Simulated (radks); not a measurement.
Task: The mean radii <r> (bohr) of the occupied orbitals of an atom or ion are listed with their occupations. All-electron calculation, Dirac Kohn-Sham, PBE, spin-unpolarised, spherical densities, finite nucleus; Fermi nuclear charge, rms radius of each element as measured or else 0.836 A^(1/3) + 0.57 fm. Program: a radial shooting solver on a logarithmic mesh with Libxc functionals.

| orbital | occ. | <r> |
|---|---|---|
| 1s1/2 | 2 | 0.01932 |
| 2s1/2 | 2 | 0.08124 |
| 2p1/2 | 2 | 0.06741 |
| 2p3/2 | 4 | 0.07502 |
| 3s1/2 | 2 | 0.2109 |
| 3p1/2 | 2 | 0.2006 |
| 3p3/2 | 4 | 0.2144 |
| 3d3/2 | 4 | 0.1880 |
| 3d5/2 | 6 | 0.1923 |
| 4s1/2 | 2 | 0.4411 |
| 4p1/2 | 2 | 0.4405 |
| 4p3/2 | 4 | 0.4627 |
| 4d3/2 | 2 | 0.4570 |
| 4d5/2 | 3 | 0.4634 |

Name the element and its charge. Open shells, if any, are shared by 2j + 1.

Result: Z = 71, lutetium, charge +30: Lu30+ in [Kr] 4d5. The 1s radius gives Z: for a bare nucleus <r> = (2 gamma + 1)/(2Z) with gamma = sqrt(1 - (Z/c)^2), 0.01909 bohr for Z = 71, and screening makes it slightly larger (0.01932 here). The occupations add up to 41, and the charge is Z minus that.
